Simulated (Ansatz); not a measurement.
Reaction (redistribution): `C[CH2][Zn][SH]` + `C[S][AlH2]` → `C[S][Zn][SH]` + `C[CH2][AlH2]`

Program: Ansatz. Geometries: PBE0-D4/def2-TZVP. ΔE: electronic, gas phase. CCSD(T)/CBS adds triple-zeta CCSD(T) − MP2 to the extrapolated MP2 energy (def2 sets, frozen cores). Functionals use def2-TZVPP. For Zn outer-core shells are correlated without core-valence functions, which leaves a few kJ/mol of doubt a bond. Scalar relativity is left out up to krypton. One conformer a species, not always the lowest.

CCSD(T)/CBS gives +20.4 kJ/mol.

Another level gave +26.1 kJ/mol. Which?
A. HF/def2-TZVPP
B. CCSD(T)/def2-TZVPP
C. BHLYP-D4/def2-TZVPP
D. PBE0/def2-TZVPP

B. CCSD(T)/def2-TZVPP 26.1, PBE0 21.7, BHLYP-D4 16.8, HF/def2-TZVPP 7.8 kJ/mol.

Largest T1 diagnostic among the species: 0.014.

From r2SCAN to r2SCAN0 (25 % exact exchange), in def2-TZVPP and without D4, ΔE moves by −3.2 kJ/mol. In def2-TZVPP, CCSD(T) changes the Hartree–Fock value by +18.3 kJ/mol (the triples alone add +2.7 kJ/mol) and MP2 by +20.7 kJ/mol.
